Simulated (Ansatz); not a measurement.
The cluster NbO₃⁻, relaxed as a triplet with UKS r2SCAN-D4/def2-TZVPD in Ansatz, starting from the r2SCAN-D4/def2-TZVPD geometry of the charge -1 singlet. Force threshold 0.02 eV/Å.

In the def2 sets Nb takes a core potential; there is no spin–orbit coupling. The structure holds one bond between oxygen atoms, so isomers without such links may lie far lower. The highest occupied level of the charge -1 triplet lies above zero (up to 0.52 eV). It is a level of α spin, whose loss leaves a doublet; that state wasn't run at this geometry and level. The electron is either unbound and held by the finite basis, or the level is raised by self-interaction error. The relaxation made no stability test and no search for a lower SCF solution. The structure comes from a short search, and lower isomers may exist.

Start:

Cartesian coordinates in Å:
```
Nb -0.801 -0.049 -0.298
O 1.086 -0.077 -0.786
O -1.025 -0.991 1.124
O 0.740 1.117 -0.040
```

**Question.** Estimate the energy that the relaxation releases and the steps that it takes.

**Answer.** 0.12 eV, in 4 steps; 12 s on 4 threads of Arm Neoverse V1 on a shared host. No frequencies were taken in this run, so the end may be a saddle point.

**Question.** Does the start keep its bonding and symmetry?

**Answer.** By distances, no bond broke or formed. The bond that changes most is Nb1–O4, from 1.95 to 1.97 Å (atoms count from 1). Point group Cs at the start, Cs at the end, both within 0.05 Å.

**Question.** Predict the relaxed structure.

**Answer.** 
```xyz
4

Nb   -0.7431   -0.0778   -0.2196
O     1.1296   -0.0358   -0.8451
O    -1.1675   -1.0581    1.1615
O     0.7810    1.1717   -0.0968
```
Bond lengths: 3 × Nb–O 1.75 to 1.97 Å; 1 × O–O 1.46 Å.
